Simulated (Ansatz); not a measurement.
Born–Oppenheimer molecular dynamics of CO + H3Sb (6 atoms, charge 0, multiplicity 1). It starts from a relaxed structure.

These are results of RHF/def2-SVP (Ansatz 0.2.0), not measurements.

```
ensemble                      : NVE (velocity Verlet)
time step                     : 1 fs
steps asked                   : 150
starting velocities drawn for : 400 K
seed                          : 679968
```

First frame:

```xyz
6
Properties=species:S:1:pos:R:3
C 0.683 0.234 -3.466
O 0.152 0.224 -2.494
Sb -0.743 -0.459 1.220
H 0.873 -0.813 0.827
H -0.429 -0.401 2.892
H -0.537 1.216 1.022
```

Problem. How far do the bonds stretch over the last three quarters of this one trajectory? (Pairs bonded in most of those frames.)

Solution. 
```csv
bond,mean (Å),spread (Å),shortest,longest
C1–O2,1.108,0.002,1.10,1.11
Sb3–H4,1.699,0.036,1.65,1.75
Sb3–H5,1.702,0.022,1.67,1.73
Sb3–H6,1.705,0.040,1.65,1.76
```

Mean temperature of the second half: 279 K. The conserved energy stayed within 0.37 meV per atom of its start (net change 0.2 meV per atom), so the integration is sound. A run of 0.15 ps of so small a system gives no equilibrium averages.

The run took 2.4 min on 1 thread of Intel(R) Xeon(R) Platinum 8488C (Sapphire Rapids), with other jobs on the host, peak memory 0.13 GiB.
